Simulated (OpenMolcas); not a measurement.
A run on Ti2+ with 6 ligands (ammonia) in octahedral coordination (S6) at 2.36 Å. Ligand basis ANO-RCC-VDZP.

| Item | Value |
| --- | --- |
| Program | OpenMolcas 26.06 |
| Method | CASSCF |
| Basis | ANO-RCC-VDZP [5s4p2d1f] |
| Scalar Hamiltonian | DKH2, point nucleus |
| Active space | 2 electrons in 5 orbitals (3d) |
| State averaging | 2S+1 = 3 even, 10 roots; 2S+1 = 1 even, 15 roots |
| Spin-orbit coupling | RASSI with atomic mean-field integrals over the reference wave functions |

208 basis functions. Blocks (2S+1, parity, CSFs, roots kept): 3, even, 10, 10; 1, even, 15, 15.

Q: How long do the RASSCF and RASSI steps take on 1 thread of Arm Neoverse V2 (shared host)?

A: About 43 s of wall time, without the integral step.
